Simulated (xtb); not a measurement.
C$_{2}$H$_{7}$Al, triplet, at a GFN2-xTB geometry (such geometries of metal compounds can be far from the true shape) (a higher spin typed on purpose: for a closed-shell molecule this is an excited state), atoms displaced at random by about 0.1 Å a coordinate. Base run: GFN2-xTB (xtb).

xtb was given this input:
```
$ xtb mol.xyz --gfn 2 --uhf 2 --opt --json

# file mol.xyz
10

Al     0.36517577    -0.12985775    -0.94672306
C     -0.59712633    -1.40524095     0.74272908
H     -0.26624137    -2.25138672     0.56923707
H     -1.53739116    -0.95894648     0.79352225
H     -0.10825979    -1.03781281     1.72485157
C     -0.03956794     1.62377274     0.33309581
H      0.27015724     2.13326433    -0.39987831
H      0.26905461     1.52018252     1.32142582
H     -1.23337578     1.60815411     0.42758691
H      1.90229104    -0.55619451    -0.41674691
```

The base run was repeated with changes; each row names its change, and settings that it needs were set with it.

```json
[
 {"change": "base", "ΔE vs base (kJ/mol)": "0.00", "optimiser steps": "11"},
 {"change": "engine = lbfgs", "ΔE vs base (kJ/mol)": "0.00", "optimiser steps": "-"},
 {"change": "opt level = extreme", "ΔE vs base (kJ/mol)": "-0.03", "optimiser steps": "29"},
 {"change": "alpb = chcl3", "ΔE vs base (kJ/mol)": "-22.31", "optimiser steps": "11"},
 {"change": "opt level = crude", "ΔE vs base (kJ/mol)": "0.14", "optimiser steps": "7"},
 {"change": "opt level = tight", "ΔE vs base (kJ/mol)": "-0.02", "optimiser steps": "17"},
 {"change": "opt level = vtight", "ΔE vs base (kJ/mol)": "-0.03", "optimiser steps": "28"},
 {"change": "alpb = acetonitrile", "ΔE vs base (kJ/mol)": "-22.98", "optimiser steps": "11"},
 {"change": "engine = inertial", "ΔE vs base (kJ/mol)": "0.14", "optimiser steps": "-"},
 {"change": "opt level = lax", "ΔE vs base (kJ/mol)": "0.02", "optimiser steps": "9"}
]
```
